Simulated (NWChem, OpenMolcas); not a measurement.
# How basis sets differ on C2H7AlO (SMILES C[CH2][AlH][OH])

C2H7AlO has 11 atoms, charge 0, and is taken as a singlet. As SMILES, `C[CH2][AlH][OH]`. Geometry: relaxed at PBE0-D4/def2-TZVP. This is one conformer, not always the lowest.

```xyz
11

C    -1.1116    0.8294    0.1064
C     0.1759    0.3880    0.8020
Al    1.2545   -0.9479   -0.1378
O     0.7626   -1.5768   -1.6393
H    -1.7910   -0.0119   -0.0587
H    -1.6626    1.5750    0.6876
H    -0.9106    1.2733   -0.8729
H    -0.0493   -0.0100    1.8007
H     0.8188    1.2568    0.9979
H     2.6223   -1.5227    0.4124
H    -0.0438   -1.3101   -2.0778
```

Quantity: the dipole moment, in D. The values are calculated.

```csv
level,kind,program,value (D)
HF/ANO-R0 (sfX2C),Hartree–Fock,OpenMolcas,3.18
HF/ANO-XS-MB (DKH2),Hartree–Fock,OpenMolcas,1.68
HF/STO-3G,Hartree–Fock,NWChem,0.91
HF/3-21G,Hartree–Fock,OpenMolcas,2.29
HF/6-31G* (spherical functions),Hartree–Fock,OpenMolcas,2.01
```

The values span 0.91 to 3.18 D. Magnitudes only. Sets without polarisation functions give poor dipoles.
